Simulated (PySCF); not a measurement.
## C₆ coefficients of unlike pairs at PBE0

Calculated with PySCF 2.14 from the dipole response of each species, C₆(A,B) = (3/π) ∫ α_A(iu) α_B(iu) du, in atomic units, from isotropic polarisabilities. For ions this is the dispersion term alone; charge-induced terms of lower order in 1/R come first.

```csv
species,configuration,basis,relativity,α (bohr³),C₆ (like pair)
I²⁺,[Kr] 4d10 5s2 5p3 (4S),def2-TZVPPD with the def2 core potential (28 electrons) (7s6p4d2f),core potential,13.70,95.02
Pd²⁺,[Kr] 4d8 (3F),aug-cc-pVTZ-PP with ECP28MDF (6s6p5d3f2g),core potential,6.645,34.90
Mg⁺,[Ne] 3s1 (2S),aug-cc-pV5Z (8s7p5d4f3g2h),none,35.16,154.6
K⁺,[Ar] (1S),dyall-acv3z (25s18p7d3f),spin-free X2C,5.585,23.89
```

**Question.** Estimate C₆ for K⁺ with Mg⁺.

**Answer.** The integral gives 43.71. The combination rule 2 C_A C_B / (C_A α_B/α_A + C_B α_A/α_B) gives 42.22 and the geometric mean 60.77.

No spin-orbit coupling is included.

The other pairs:

```
     pair     C₆
Mg⁺, Pd²⁺  51.75
  K⁺, I²⁺  46.92
 K⁺, Pd²⁺  28.77
Pd²⁺, I²⁺  56.17
 Mg⁺, I²⁺  98.26
```
